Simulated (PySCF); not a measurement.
Geometry:
```tsv
atom	x (Å)	y (Å)	z (Å)
Si1	-0.691	-0.009	-0.515
C2	-0.749	-0.021	1.299
C3	-0.757	-0.025	2.515
H4	-0.769	-0.029	3.591
C5	1.025	0.005	-1.104
C6	2.175	0.011	-1.499
H7	3.192	0.016	-1.849
Cl8	-1.657	1.657	-1.219
Cl9	-1.636	-1.675	-1.244
```

[PySCF 2.14.0 with density-fitted response routines: NMR shieldings at B3LYP/pcSseg-1/GIAO; PBE0-D3(BJ)/def2-SVP geometry; gas phase; relativity neglected; one conformer; one averaged value for each set of equivalent atoms]

Chemical shifts δ = σref − σ; TMS for ¹³C and ¹H and ²⁹Si; HCl for ³⁵Cl, all at this level.

```json
{"atoms": "Si1", "nucleus": "²⁹Si", "count": "1", "δ (ppm)": "?"}
{"atoms": "C2/C5", "nucleus": "¹³C", "count": "2", "δ (ppm)": "84.1"}
{"atoms": "C3/C6", "nucleus": "¹³C", "count": "2", "δ (ppm)": "102.2"}
{"atoms": "H4/H7", "nucleus": "¹H", "count": "2", "δ (ppm)": "?"}
{"atoms": "Cl8/Cl9", "nucleus": "³⁵Cl", "count": "2", "δ (ppm)": "118"}
```

Question: Fill in the missing shifts.

Answer: 
- H4/H7: 2.60 ppm, hydrogen on a carbon bonded to C
- Si1: -39.8 ppm, silicon bonded to 2 C, 2 Cl

Shifts are as computed. Against solution values, carbons near 30 ppm lie about +2 ppm off and those near 130 ppm about +6 ppm. Of 1309 compounds with measured shifts, 239 miss one by over three times the rms of a fit or turn the order of signals round; such compounds aren't used in these exercises.
